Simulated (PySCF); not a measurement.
Si(H)2(Br)(vinyl) (C2H5BrSi), SMILES Br[SiH2]C=C. Atoms are numbered in the order given.

```xyz
9

Si     0.0028    -0.8453     0.6285
Br    -0.9958     0.6809    -0.6920
C      1.8451    -0.7986     0.3649
C      2.7058    -0.4707     1.3389
H     -0.3083    -0.5150     2.0447
H     -0.5778    -2.1639     0.2588
H      2.2404    -1.0475    -0.6284
H      3.7893    -0.4514     1.1764
H      2.3660    -0.2046     2.3464
```
Charge 0, spin multiplicity 1.

Geometry optimised at B3LYP-D3(BJ)/def2-SVP. Other conformers were not sampled.

Two levels are set side by side: PBE/pcSseg-1 (PySCF) and PBE0/pcSseg-1 (PySCF). GIAO shifts against TMS (²⁹Si), TMS (¹H), TMS (¹³C) at the same level; non-relativistic, no solvent, atoms listed together averaged. Without spin–orbit terms, shifts of atoms bonded to Cl or Br come out too high at both levels. Differences are taken from unrounded values.

| quantity | PBE |
|---|---|
| δ(²⁹Si) of Si1 (ppm) | -8.8 |
| δ(¹³C) of C3 (ppm) | 143.6 |
| δ(¹³C) of C4 (ppm) | 146.3 |
| δ(¹H) of H7 (ppm) | 6.78 |

Problem. These are the PBE values. What does PBE0 give? (An estimate is asked for; the answer gives what the named calculation found.)

Solution. 
```csv
quantity,PBE0,PBE minus PBE0
δ(²⁹Si) of Si1 (ppm),-9.0,0.2
δ(¹³C) of C3 (ppm),144.0,-0.4
δ(¹³C) of C4 (ppm),149.2,-3.0
δ(¹H) of H7 (ppm),6.79,-0.01
```

Rough cost on one machine, each run with all the roots and properties that it gave: PBE0 against PBE within a factor of 2.
